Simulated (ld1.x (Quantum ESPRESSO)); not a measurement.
Before and after: PAW potential for vanadium (V)

vanadium (V), PAW, made with ld1.x (Quantum ESPRESSO) 7.5 (PBE, scalar-relativistic). Core [Ar], reference 3d3 4s1.75 4p0.25. Waves: 4s (bound): rcut 2.00, rcutus 2.50 bohr; 4s channel at 0.4 Ry: rcut 2.00, rcutus 2.50 bohr; 4p (bound): rcut 2.35, rcutus 2.95 bohr; 4p channel at 1.3 Ry: rcut 2.35, rcutus 2.95 bohr; 3d (bound): rcut 1.40, rcutus 1.85 bohr; 3d channel at 2.15 Ry: rcut 1.40, rcutus 1.85 bohr. Local part: all-electron potential smoothed inside 2.50 bohr (lloc = -1). Core correction: a·sin(br)/r model core, default radius (ld1.x builds one for every PAW set, though the input has nlcc=.false.). Augmentation charge: BESSEL, radius 1.30 bohr.

All-electron outer shells of the reference configuration (PBE, scalar-relativistic, ld1.x):

```
shell  level (eV)  outermost node (bohr)  outermost maximum (bohr)
   3s      -70.61                   0.38                      0.82
   3p      -44.41                   0.35                      0.84
   3d       -5.52                      –                      0.90
   4s       -4.93                   1.17                      2.76
   4p       -1.63                   1.30                      3.63
```

Change: waves 3d (bound): rcut 1.40, rcutus 1.68 bohr; 3d channel at 2.15 Ry: rcut 1.40, rcutus 1.68 bohr.

Cutoffs: the cutoffs (Ry, on a coarse ladder) from which the occupation-weighted sum of valence levels, in a spherical-Bessel basis at the reference potential, stays within 10 and 1 mRy of its value at 400 Ry; they do not see the model core or the augmentation charge, which bear on the density cutoff. Errors are all-electron minus pseudo energies relative to the spin-unpolarised reference configuration.

Problem. Predict the effect on cutoff, ghosts and configuration errors.

Solution. The potential gets harder (30 Ry and 45 Ry → 35 Ry and 55 Ry); of the 7 tests that both files solve, the error grows in 1 and shrinks in 0 by more than 15 % and 0.3 meV (median size 2.9 → 3.3 meV); neither file shows a bound ghost. A smaller radius makes the pseudo-wave follow the all-electron one further in, where it bends more sharply, so more plane waves are needed.

| quantity | base | changed |
| --- | --- | --- |
| cutoff, loose | 30 Ry | 35 Ry |
| cutoff, tight | 45 Ry | 55 Ry |
| loose cutoff by channel (10 mRy a level) | s 6 Ry, p 6 Ry, d 25 Ry | s 6 Ry, p 6 Ry, d 30 Ry |
| bound ghosts | none | none |
| error for 3d3 4s2 4p0, meV [ΔE -0.82 eV] | 0.0 | 0.0 |
| error for 3d3 4s1 4p0, meV [ΔE 6.91 eV] | +2.9 | +3.3 |
| error for 3d3 4s0 4p0, meV [ΔE 21.21 eV] | +50 | +58 |
| error for 3d3 4s1.5 4p0, meV [ΔE 2.27 eV] | +0.2 | +0.3 |
| error for 3d2 4s2 4p0, meV [ΔE 10.15 eV] | -242 | -242 |
| error for 3d2 4s0 4p0, meV [ΔE 50.11 eV] | -469 | -458 |
| error for 3d3 4s1 4p1, meV [ΔE 2.53 eV] | +0.1 | +0.2 |
| s: phases at 3.18 bohr within 0.05 rad from the reference energy up to (Ry; the scan ends near 5) | 2.4 | 2.4 |
| p: phases at 3.18 bohr within 0.05 rad from the reference energy up to (Ry; the scan ends near 5) | 3.1 | 3.1 |
| d: phases at 3.18 bohr within 0.05 rad from the reference energy up to (Ry; the scan ends near 5) | 4.7 | 4.7 |
| lowest overlap eigenvalue by channel | s 0.45, p 0.61, d 0.19 | s 0.45, p 0.61, d 0.33 |
